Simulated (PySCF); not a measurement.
C3H9FOSi, SMILES C([Si@H](C)OC)F. Heavy atoms are numbered as in [CH3:1][O:2][Si@@H:3]([CH3:4])[CH2:5][F:6]. Hydrogens are named by the atom that carries them.

Coordinates come from a r2SCAN-D4/def2-SVP optimisation. The structure was generated by enumeration; whether it is a known compound was not checked. The values are those of a single conformer.

The numbers are results of PBE/pcSseg-1 run with PySCF, not measurements.

GIAO shieldings, no solvent; atoms alike by connectivity are averaged. δ = σ(ref) − σ: ¹³C against TMS (σ = 182.0 ppm); ¹⁷O against H2O (σ = 334.3 ppm); ²⁹Si against TMS (σ = 335.4 ppm); ¹⁹F against CFCl3 (σ = 133.6 ppm); ¹H against TMS (σ = 31.49 ppm), references at their B3LYP-D3(BJ)/def2-TZVP geometries, non-relativistic.

```csv
nucleus,atoms,count,δ (ppm)
¹³C,C5 (CH2),1,80.5
¹³C,C1 (CH3),1,56.5
¹³C,C4 (CH3),1,-5.3
¹⁷O,O2,1,19.9
²⁹Si,Si3 (SiH),1,0.1
¹⁹F,F6,1,-337.8
¹H,H on Si3,1,5.19
¹H,H on C5,2,4.93
¹H,H on C1,3,3.94
¹H,H on C4,3,0.62
```
